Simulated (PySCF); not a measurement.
Harmonic spectrum computed at PBE0 in the def2-TZVP basis family (core potentials from Rb on, PySCF, no spin–orbit coupling):

| symmetry | ω (cm⁻¹) | IR (km/mol, summed over degenerate members) |
| --- | --- | --- |
| a2'' | 56 | 7.7 |
| e' | 90 | 2.9 |
| a1' | 365 | 0.0 |
| e' | 429 | 252 |

Task: Which molecule gave it? In each, all ligands are bound to the one heavy central atom.
A. ZrCl₃ (doublet)
B. HfCl₃ (doublet)
C. WCl₃ (quartet)
D. BCl₃ (singlet)

Result: A. It has D3h symmetry with Zr–Cl 2.328 Å (×3).
